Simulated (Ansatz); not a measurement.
`[CH2]1[S][GeH2]1`, relaxed with RKS PBE-D4/def2-SVP in Ansatz from a rough embedded geometry. The force threshold is 0.03 eV/Å; the program also tests the step.

Charge 0, multiplicity 1.

Start:

```xyz
7

C     0.668    0.582    0.270
S    -0.817    1.472    0.307
Ge   -0.527   -0.709   -0.288
H     1.402    0.862   -0.517
H     1.101    0.363    1.328
H    -1.149   -1.682    0.766
H    -0.678   -0.888   -1.867
```

Problem. By how much does the energy fall, and how many steps does the optimiser take? (Best estimate.)

Solution. The calculation gave: 43.05 kJ/mol, in 5 steps.

Problem. Which bonds change most? (Best estimate.)

Solution. The calculation gave: C1–S2 from 1.732 to 1.872 Å; C1–Ge3 from 1.846 to 1.945 Å; C1–H5 from 1.164 to 1.104 Å; S2–Ge3 from 2.280 to 2.223 Å.

Problem. Give the relaxed structure. (Estimate.)

Solution. The calculation gave: 
```xyz
7

C     0.757    0.563    0.300
S    -0.884    1.466    0.279
Ge   -0.627   -0.663   -0.307
H     1.490    0.930   -0.440
H     1.183    0.413    1.307
H    -1.172   -1.723    0.669
H    -0.746   -0.986   -1.808
```
